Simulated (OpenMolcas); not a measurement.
V2+ (d3) on a cation site of an ionic host was computed by CASSCF with the d shell active (OpenMolcas, ANO-RCC-VTZP on the metal). Its lowest spin-free states, and all those of the highest spin:

| 2S+1 | Degeneracy | E (cm-1) |
| --- | --- | --- |
| 4 | 1 | 0.0 |
| 4 | 3 | 11389 |
| 2 | 2 | 15923 |
| 2 | 3 | 16694 |
| 4 | 3 | 18419 |
| 2 | 3 | 22422 |
| 2 | 1 | 24732 |
| 2 | 3 | 27788 |
| 2 | 3 | 28249 |
| 4 | 3 | 29731 |
| 2 | 2 | 29863 |
| 2 | 3 | 33785 |

Task: Is the site octahedral, tetrahedral or cube-like, axial, or of lower symmetry?

Result: The states with 2S+1 = 4 have orbital degeneracies 1, 3, 3, 3. Threefold states need a cubic site. For d3 at this spin an octahedron puts the single A2 below the threefold T2 and a tetrahedron or cube puts the threefold T1 below the threefold T2, so the site is octahedral. The first gap at this spin, 11400 cm-1, is |10Dq| in ligand-field theory. The run had V2+ with its 6 nearest oxide ions at 2.252 Å, on the Ca site of CaO (a = 4.8105 Å, distance in the model lattice 2.405 Å). The rest of the host is ab initio model potentials to 7.6 Å, with orthogonalisation functions on the cations behind the ligands, and point charges beyond; the distance is set by hand and nothing relaxes. Ligand basis ANO-RCC-VDZP.

Without dynamic correlation the repulsion within the d shell is too large (B by tens of per cent), so at a given field states of lower spin stand too high. Ligand-to-metal charge-transfer states are missing. With no ligand orbital active B as a rule stays too high, so bands that hang on it stand too high and its fall with covalency is understated. With metal d orbitals alone and no dynamic correlation 10Dq can be off by a tenth to a fifth, either way, in oxide and fluoride hosts. No measured value stands beside these numbers; the geometry was set by hand and not optimised.
